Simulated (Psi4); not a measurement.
Method: SAPT0/jun-cc-pVDZ, frozen core (Psi4).

Psi4 input:

```
molecule {
0 1
Cl -0.93690156 -1.47239249 0.00459850
B 0.00010154 0.00004206 -0.00095997
Cl -0.80698654 1.54752419 0.00475225
Cl 1.74378656 -0.07517375 -0.00839078
--
0 1
Al 0.70437629 -3.10848311 0.16613011
H 1.34380118 -2.68521746 -1.21544815
H -0.49140484 -4.14082934 0.20000764
H 1.26106930 -2.49981196 1.51386519
units angstrom
symmetry c1
no_reorient
no_com
}
set basis jun-cc-pvdz
set scf_type df
set freeze_core true
energy('sapt0')
```

Part of the output:

```
    SAPT Results
  --------------------------------------------------------------------------------------------------------
    Electrostatics                -43.73161495 [mEh]     -27.44200268 [kcal/mol]    -114.81733922 [kJ/mol]
      Elst10,r                    -43.73161495 [mEh]     -27.44200268 [kcal/mol]    -114.81733922 [kJ/mol]

    Exchange                       99.71709489 [mEh]      62.57342174 [kcal/mol]     261.80719656 [kJ/mol]
      Exch10                       99.71709489 [mEh]      62.57342174 [kcal/mol]     261.80719656 [kJ/mol]
      Exch10(S^2)                  95.76908828 [mEh]      60.09601019 [kcal/mol]     251.44170664 [kJ/mol]

    Induction                     -27.28778653 [mEh]     -17.12334457 [kcal/mol]     -71.64407367 [kJ/mol]
      Ind20,r                    -120.54441583 [mEh]     -75.64276294 [kcal/mol]    -316.48932016 [kJ/mol]
      Exch-Ind20,r                 90.31619118 [mEh]      56.67426560 [kcal/mol]     237.12512729 [kJ/mol]
      delta HF,r (2)                2.94043811 [mEh]       1.84515277 [kcal/mol]       7.72011920 [kJ/mol]

    Dispersion                    -15.56481930 [mEh]      -9.76707157 [kcal/mol]     -40.86542743 [kJ/mol]
      Disp20                      -19.46410803 [mEh]     -12.21391219 [kcal/mol]     -51.10300859 [kJ/mol]
      Exch-Disp20                   3.89928873 [mEh]       2.44684062 [kcal/mol]      10.23758115 [kJ/mol]
      Disp20 (SS)                  -9.73205401 [mEh]      -6.10695609 [kcal/mol]     -25.55150429 [kJ/mol]
      Disp20 (OS)                  -9.73205401 [mEh]      -6.10695609 [kcal/mol]     -25.55150429 [kJ/mol]
      Exch-Disp20 (SS)              2.07630788 [mEh]       1.30290286 [kcal/mol]       5.45134558 [kJ/mol]
      Exch-Disp20 (OS)              1.82298085 [mEh]       1.14393776 [kcal/mol]       4.78623557 [kJ/mol]

  Total HF                         28.69769341 [mEh]      18.00807449 [kcal/mol]      75.34578367 [kJ/mol]
  Total SAPT0                      13.13287411 [mEh]       8.24100292 [kcal/mol]      34.48035623 [kJ/mol]
```
